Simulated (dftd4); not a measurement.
C₄H₁₂Ge, triplet, at the geometry of the source list (a higher spin typed on purpose: for a closed-shell molecule this is an excited state); D4 for r2scan in dftd4 4.2.0.

The dftd4 input:
```
$ dftd4 mol.xyz --func r2scan --charge 0 --json dftd4.json --noedisp --grad

# file mol.xyz
17

Ge     1.85720000     0.92320000    -0.02010000
C      0.55550000    -0.11330000     1.04580000
C     -0.77790000    -0.43900000     0.37320000
C     -0.59960000    -1.50680000    -0.70060000
C     -1.40340000     0.81520000    -0.22470000
H      3.17210000     0.94820000     0.69370000
H      2.12600000     0.36860000    -1.38440000
H      1.44780000     2.34930000    -0.20180000
H      0.36660000     0.46060000     1.95700000
H      1.03610000    -1.04230000     1.36100000
H     -1.45630000    -0.83560000     1.14090000
H      0.12200000    -1.17200000    -1.44360000
H     -1.54410000    -1.70630000    -1.20110000
H     -0.23900000    -2.43650000    -0.26390000
H     -0.82780000     1.13540000    -1.09430000
H     -1.40790000     1.62390000     0.50350000
H     -2.42730000     0.62740000    -0.54060000
```

Problem. Predict the main parts of the log of this dftd4 run.

Solution. 
```
                    ____  _____ _____     ____  _  _
      -------------|  _ \|  ___|_   _|---|  _ \| || |------------
     |             | | | | |_    | | ___ | | | | || |_           |
     |             | |_| |  _|   | ||___|| |_| |__   _|          |
     |             |____/|_|     |_|     |____/   |_|            |
     |             ===================================           |
     |            E. Caldeweyher, S. Ehlert & S. Grimme          |
     |          Mulliken Center for Theoretical Chemistry        |
     |                    University of Bonn                     |
      -----------------------------------------------------------

Rational (Becke-Johnson) damping: r2scan-D4-ATM
---------------------
  s6         1.0000
  s8         0.6019
  s9         1.0000
  a1         0.5156
  a2         5.7734
 alp        16.0000
--------------------

Dispersion energy:      -3.5892488761241E-03 Eh

Gradient norm:           1.6082262679379E-04 Eh/a0
--------------------------------------------------
     #    Z           dE/dx      dE/dy      dE/dz
--------------------------------------------------
     1   32 Ge    7.658E-05  4.087E-05 -3.295E-06
     2    6 C     1.277E-05 -1.040E-05  4.536E-05
     3    6 C    -2.730E-05 -1.584E-05  1.493E-05
     4    6 C    -1.802E-05 -6.049E-05 -3.406E-05
     5    6 C    -5.325E-05  4.034E-05 -1.387E-05
     6    1 H     2.855E-05  1.032E-05  3.570E-06
     7    1 H     3.013E-05  9.169E-06 -1.083E-05
     8    1 H     2.223E-05  2.205E-05 -1.530E-06
     9    1 H     5.355E-06  2.314E-07  4.943E-06
    10    1 H     3.487E-06  1.116E-06  4.641E-06
    11    1 H    -4.509E-06 -2.064E-06 -4.419E-06
    12    1 H    -1.125E-05 -1.305E-05  2.038E-06
    13    1 H    -9.557E-06 -1.416E-05 -5.551E-06
    14    1 H    -8.578E-06 -1.669E-05 -4.929E-06
    15    1 H    -1.420E-05 -4.239E-07  5.826E-06
    16    1 H    -1.451E-05  4.147E-06 -6.535E-07
    17    1 H    -1.792E-05  4.881E-06 -2.158E-06
--------------------------------------------------

Virial:
--------------------------------------------------
      component           x          y          z
--------------------------------------------------
          x       1.032E-03  2.975E-04  1.093E-04
          y       2.975E-04  6.141E-04  8.599E-05
          z       1.093E-04  8.599E-05  2.046E-04
--------------------------------------------------

[Info] Dispersion results written to 'dftd4.txt'
[Info] JSON dump of results written to 'dftd4.json'
```
